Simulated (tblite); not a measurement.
HCu (SMILES [CuH]), singlet, at a GFN2-xTB geometry (such geometries of metal compounds can be far from the true shape); GFN1-xTB (tblite).

tblite was given this input:
```
$ tblite run mol.xyz --method gfn1 --charge 0 --spin 0 --spin-polarized --json tblite.json --no-restart

# file mol.xyz
2

Cu    -0.00000000    -0.00000000    -0.04747396
H      0.00000000     0.00000000     1.37674489
```

Output, abridged:

```
xTB calculator
 | screened Coulomb repulsion
 | Coulomb electrostatics
 |  * isotropic Klopman-Ohno-Mataga-Nishimoto electrostatics
 |  * onsite third-order electrostatics
 | DFT-D3(BJ) dispersion correction
 | Interactions (1)
 | [1] spin polarization

halogen bonding energy    0.0000000000000E+00 Eh
repulsion energy          9.0921218185138E-03 Eh
dispersion energy        -1.1902524749460E-04 Eh
interaction energy        0.0000000000000E+00 Eh
number of electrons       1.2000000000000E+01 e
integral cutoff           3.2615407794351E+01 bohr

------------------------------------------------------------
  cycle        total energy    energy error   density error
------------------------------------------------------------
      1     -4.993310955209  -5.0022841E+00   5.7146941E-01
      2     -4.997730676660  -4.4197215E-03   3.2355063E-01
      3     -4.998225654982  -4.9497832E-04   2.6423833E-02
      4     -4.998393107266  -1.6745228E-04   3.5859421E-03
      5     -4.998394541215  -1.4339493E-06   9.9638429E-05
      6     -4.998394541223  -8.0406792E-12   3.7777597E-05
      7     -4.998394541314  -9.0719432E-11   1.1921892E-08
------------------------------------------------------------

electronic energy        -5.0073676378848E+00 Eh
total energy             -4.9983945413137E+00 Eh

Post processing:
 | Mayer-Wiberg bond orders

[Info] JSON dump of results written to 'tblite.json'
```
